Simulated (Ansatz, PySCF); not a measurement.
Pair of molecules: CH6OSi (SMILES CO[SiH3]) (first 9 atoms) with CH4 (SMILES C); geometry from B3LYP-D3(BJ)/def2-TZVP, rigid monomers moved along the line of their centres of mass till O2···H11 is 3.08 Å.
(charge 0, multiplicity 1):
```xyz
14

C     -1.605    -0.467     0.322
O     -0.549     0.465     0.151
Si     0.949     0.040    -0.383
H     -2.479     0.074     0.682
H     -1.860    -0.956    -0.624
H     -1.341    -1.234     1.057
H      1.555    -0.989     0.500
H      1.761     1.272    -0.372
H      0.881    -0.521    -1.757
C      0.048     0.045     4.029
H     -0.174     0.716     3.201
H     -0.878    -0.390     4.404
H      0.708    -0.749     3.682
H      0.538     0.597     4.830
```

Monomers are frozen at their geometry in the pair; levels with a basis set take the counterpoise correction.

Cores are frozen in the correlated methods.

Codes used: Ansatz (a first-principles code) with Gaussian orbitals; PySCF for the dispersion terms. Values without a source in brackets are computed.

Task: Predict the interaction energy from CCSD(T)/aug-cc-pV(D+d)Z.

Result: -38 meV

Task: What interaction energy does B3LYP-D3(BJ)/def2-TZVPPD give?

Result: -46 meV

Task: What interaction energy does CCSD/aug-cc-pV(D+d)Z give?

Result: -32 meV
